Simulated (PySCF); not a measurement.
PySCF input (M06-2X/LANL2DZ):

```python
from pyscf import gto, dft

mol = gto.M(
    atom='''
    Ge   -0.00000000   -0.00000000   -1.16137475
    Br    0.00000000    0.00000000    1.06182835
    ''',
    basis='lanl2dz',
    ecp='lanl2dz',
    charge=1,
    spin=0,
    verbose=4,
)

mf = dft.RKS(mol, xc='m062x')
mf.grids.level = 4
mf.conv_tol = 1e-9
mf.max_cycle = 100
mf.max_memory = 1500
mf.kernel()
if not mf.converged:
    mf = mf.newton()
    mf.kernel(mf.make_rdm1())
mf.dip_moment()
```

From the last part of the output:

```
diis_start_cycle = 1
diis_space = 8
diis_damp = 0
SCF conv_tol = 1e-09
SCF conv_tol_grad = None
SCF max_cycles = 100
direct_scf = True
direct_scf_tol = 1e-13
XC library pyscf.dft.libxc version 7.1.2
    S. Lehtola, C. Steigemann, M. J. T. Oliveira, and M. A. L. Marques,  SoftwareX 7, 1–5 (2018)
XC functionals = m062x
    Y. Zhao and D. G. Truhlar,  Theor. Chem. Acc. 120, 215 (2008)
    Y. Zhao and D. G. Truhlar,  Theor. Chem. Acc. 120, 215 (2008)
radial grids:
    Treutler-Ahlrichs [JCP 102, 346 (1995); DOI:10.1063/1.469408] (M4) radial grids

becke partition: Becke, JCP 88, 2547 (1988); DOI:10.1063/1.454033
pruning grids: <function nwchem_prune>
grids dens level: 4
symmetrized grids: False
atomic radii adjust function: <function treutler_atomic_radii_adjust>
small_rho_cutoff = 0
Set gradient conv threshold to 3.16228e-05
Initial guess from minao.
tot grids = 60376
init E= 5.84625060174554
  HOMO = -0.0513552946152621  LUMO = 0.0571798784431074  gap/eV = 2.95339
cycle= 1 E= -16.2694209521274  delta_E= -22.1  |g|= 0.828  |ddm|= 4.63
  HOMO = -0.695086805536452  LUMO = -0.376440119310413  gap/eV = 8.67082
cycle= 2 E= -16.4293818260414  delta_E= -0.16  |g|= 0.516  |ddm|= 1.88
  HOMO = -0.597486406780558  LUMO = -0.368270369797496  gap/eV = 6.23729
cycle= 3 E= -16.5443075484566  delta_E= -0.115  |g|= 0.197  |ddm|= 0.918
  HOMO = -0.605222750281606  LUMO = -0.329111738484921  gap/eV = 7.51336
cycle= 4 E= -16.5633579164904  delta_E= -0.0191  |g|= 0.0234  |ddm|= 0.254
  HOMO = -0.60742892668791  LUMO = -0.330981500595648  gap/eV = 7.52252
cycle= 5 E= -16.5636494230875  delta_E= -0.000292  |g|= 0.00256  |ddm|= 0.0366
  HOMO = -0.60709959648482  LUMO = -0.331171169521702  gap/eV = 7.50839
cycle= 6 E= -16.5636549730843  delta_E= -5.55e-06  |g|= 0.00026  |ddm|= 0.00703
  HOMO = -0.607113870110417  LUMO = -0.331191085998878  gap/eV = 7.50824
cycle= 7 E= -16.5636550269358  delta_E= -5.39e-08  |g|= 1.81e-05  |ddm|= 0.000766
  HOMO = -0.607114208047498  LUMO = -0.331190586155479  gap/eV = 7.50826
cycle= 8 E= -16.563655027199  delta_E= -2.63e-10  |g|= 2.11e-06  |ddm|= 5.27e-05
  HOMO = -0.607114378316272  LUMO = -0.331190125208431  gap/eV = 7.50828
Extra cycle  E= -16.563655027198  delta_E= 1.01e-12  |g|= 2.53e-06  |ddm|= 5.65e-06
converged SCF energy = -16.563655027198

WARN: System has nonzero charge 1; the dipole moment is origin-dependent.
Location of origin: [0. 0. 0.]

Dipole moment(X, Y, Z, Debye): -0.00000,  0.00000, -4.33416
```

The dipole moment of an ion depends on the origin.
